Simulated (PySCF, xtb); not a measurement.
Al(F)(NCO)(OMe) (C2H3AlFNO2), SMILES O=C=[N][Al]([O]C)[F]. One conformer was computed; it need not be the lowest.

Harmonic wavenumbers (cm⁻¹) from GFN2-xTB (xtb) at its own minimum, in rising order: 35, 43, 66, 86, 148, 166, 199, 291, 465, 509, 514, 717, 833, 1131, 1134, 1235, 1415, 1470, 1473, 1493, 2502, 2969, 2970, 2978.

Problem. What does PySCF 2.14.0 with PBE-D3(BJ)/def2-SVP give at its own minimum? (An estimate is asked for; the answer gives what the named calculation found.)

Solution. 46, 78, 91, 94, 98, 224, 270, 272, 495, 593, 603, 746, 904, 1140, 1146, 1213, 1422, 1426, 1432, 1469, 2389, 2919, 2998, 3010. Paired by order, the mean absolute difference is 40 cm⁻¹ and the zero-point energies are 35.5 and 35.9 kcal/mol.
